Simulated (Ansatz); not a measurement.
The cluster In2Se3⁻, relaxed as a doublet with UKS PBE-D4/def2-SVPD in Ansatz, starting from the GFN1-xTB geometry. Force threshold 0.02 eV/Å.

In the def2 sets In takes a core potential; there is no spin–orbit coupling. The relaxation made no stability test and no search for a lower SCF solution. The structure comes from a short search, and lower isomers may exist.

Start:

```
atom    x (Å)    y (Å)    z (Å)
 In1  -1.6164   0.3405  -1.6547
 In2   0.4298   0.0422   2.2934
 Se3   2.0564  -0.5722   0.2286
 Se4  -1.8410   0.5927   0.9960
 Se5   0.9711  -0.4032  -1.8633
```

Q: Estimate the energy that the relaxation releases and the steps that it takes.

A: 0.10 eV, in 4 steps; 19 s on 4 threads of Arm Neoverse V2 on a shared host. No frequencies were taken in this run, so the end may be a saddle point.

Q: Does the start keep its bonding and symmetry?

A: By distances, no bond broke or formed. The bond that changes most is In2–Se4, from 2.67 to 2.64 Å (atoms count from 1). Point group C2v at the start, C2v at the end, both within 0.05 Å.

Q: Predict the relaxed structure.

A: 
```xyz
5

In   -1.545    0.331   -1.516
In    0.356    0.052    2.159
Se    2.124   -0.591    0.199
Se   -1.971    0.635    1.068
Se    1.035   -0.427   -1.909
```
Bond lengths (bridged metal pairs left out): 4 × In–Se 2.64 to 2.72 Å; 1 × Se–Se 2.38 Å.
